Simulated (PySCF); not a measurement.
# BrReN, broken-symmetry Ms = 1/2: molecular constants

All numbers come from UPBE0 in PySCF with Re def2-SVP with ECP60, N def2-SVP, Br def2-SVP; scalar-relativistic core potentials, no spin–orbit coupling; density-fitted integrals.

The structure is a higher-order saddle point with 2 imaginary modes (one degenerate set).

Z-matrix (Å, degrees; charge 0 multiplicity 2):
```
Re
N  1 1.6478
Br 1 2.5008 2 180.00
```

- Point group: C∞v
- Bond lengths: Re–Br 2.501 Å, Re–N 1.648 Å
- Bond angles: Br–Re–N 180.0°
- Dipole moment: 0.47 D
- Zero-point energy (real modes): 8.2 kJ/mol
- Rotational constants: 0.03985 cm⁻¹
- Highest occupied level (β): -6.49 eV
- Atomisation energy without zero-point energy: 678 kJ/mol
- Principal quadrupole moments (Buckingham, traceless) about the centre of mass: -6.83, 3.42, 3.42 D Å
- Lowest empty level (α): -4.90 eV
- Principal polarisabilities: 49.8, 49.8, 90.5 bohr³
- Spin squared ⟨S²⟩: 1.817

Harmonic modes (masses in u: Re 186.956, N 14.003, Br 78.918):
```json
{"symmetry": "π", "ω (cm⁻¹)": "131i", "IR (km/mol, summed over degenerate members)": "–", "type": "bend"}
{"symmetry": "σ+", "ω (cm⁻¹)": "225", "IR (km/mol, summed over degenerate members)": "17.1", "type": "stretch"}
{"symmetry": "σ+", "ω (cm⁻¹)": "1153", "IR (km/mol, summed over degenerate members)": "58.7", "type": "stretch"}
```

In C∞v the vibrations span π + 2σ+.

Charges (e):
```csv
atom,Mulliken,Löwdin,polar tensor,spin (Mulliken),Mayer order to Re1
Re1,0.44,-0.06,0.87,1.87,–
N2,-0.19,0.06,-0.43,-0.76,2.81
Br3,-0.25,0.00,-0.44,-0.11,1.14
```

Mulliken populations on Re1 (electrons outside its core potential): s 3.04, p 6.24, d 5.21, f 0.06.

Outer orbital energies (eV). α occupied: -11.09, -11.06, -11.06, -8.94, -8.81, -8.81, -8.63, -8.63; empty: -4.90, -2.57, -2.57, 0.52. β occupied: -21.12, -11.96, -11.03, -11.03, -9.32, -8.78, -8.78, -6.49; empty: -4.05, -4.05, -2.20, -2.20.

The determinant is spin-contaminated (⟨S²⟩ = 1.82, pure value 0.75). Only a few start shapes were tried, so a lower isomer may exist. With open d or f shells other occupations or spin states may lie lower. At this level a quartet minimum of Cs symmetry lies 128 kJ/mol below this structure. No spin–orbit coupling is included, which matters more the heavier the element.

The final relaxation and frequency run took of the order of 80 core-seconds on a shared host.
